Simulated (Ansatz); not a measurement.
Consider the ligand exchange at a Ge–Br bond: `[F][Ge]([F])([F])[Br]` + dimethylamine → `C[N](C)[Ge]([F])([F])[F]` + HBr.

Isolated molecules relaxed with PBE0-D4/def2-TZVP in Ansatz; ΔE leaves out vibrations. CCSD(T)/CBS adds triple-zeta CCSD(T) − MP2 to the extrapolated MP2 energy (def2 sets, frozen cores). DFT in def2-TZVPP. HSE06 is defined as in plane-wave codes. For Br, Ge outer-core shells are correlated without core-valence functions, which leaves a few kJ/mol of doubt a bond. Scalar relativity is left out up to krypton. Each species was taken in one conformer, which may not be the lowest.

```json
{"level": "PBE-D4", "ΔE (kJ/mol)": "46.7"}
{"level": "revPBE-D4", "ΔE (kJ/mol)": "45.4"}
{"level": "r2SCAN", "ΔE (kJ/mol)": "47.1"}
{"level": "r2SCANh", "ΔE (kJ/mol)": "46.7"}
{"level": "HSE06", "ΔE (kJ/mol)": "49.6"}
{"level": "CCSD/def2-SVP", "ΔE (kJ/mol)": "23.5"}
{"level": "CCSD(T)/def2-SVP", "ΔE (kJ/mol)": "22.9"}
{"level": "HF/CBS(def2)", "ΔE (kJ/mol)": "47.5"}
```

**Question.** What does CCSD(T)/CBS give? (Best estimate.)

**Answer.** Ansatz gave: +34.4 kJ/mol. The listed levels differ from it by 12.3, 11.0, 12.7, 12.3, 15.2, -10.9, -11.5, 13.1 kJ/mol.

Largest T1 diagnostic among the species: 0.012.

Leaving LDA and LC-ωPBE aside and taking each functional with its dispersion term where it has one, the values, not all of them listed here, spread over 12.1 kJ/mol, from CAM-B3LYP-D4 to B97M-V. LDA lies −15.1 kJ/mol from PBE without D4. From BLYP to BHLYP (50 % exact exchange), in def2-TZVPP and without D4, ΔE moves by −5.6 kJ/mol. In def2-TZVPP, CCSD(T) changes the Hartree–Fock value by −14.4 kJ/mol (the triples alone add −0.9 kJ/mol) and MP2 by −13.0 kJ/mol.
